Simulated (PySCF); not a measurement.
Calculation: PBE-D3(BJ)/def2-TZVP // B3LYP-D3(BJ)/def2-TZVP in PySCF. All species are isolated molecules in the gas phase. 

Reference species (SMILES): `CB(C)C` (neutral, multiplicity 1).

```
Item           Result
-------------  ------
dipole moment  0.09 D
```

Changed species: `[SiH3]B([SiH3])[SiH3]` (whole molecule; the reference has whole molecule).

Question: Give the shifts of the dipole moment.

Answer: the dipole moment stays essentially unchanged.
